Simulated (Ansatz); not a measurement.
Species: H4Sn, SMILES `[SnH4]` (charge 0, multiplicity 1).

Problem. Give a relaxed geometry from B3LYP-D3(BJ)/def2-TZVP in Ansatz (a quantum-chemistry and plane-wave program).

Solution. the end point of this relaxation (outside a Z-matrix the atoms follow the SMILES, hydrogens last).
Z-matrix (Å, degrees):
```
Sn
H 1 1.7085
H 1 1.7085 2 109.47
H 1 1.7085 2 109.47 3 -120.00
H 1 1.7085 2 109.47 3 120.00
```
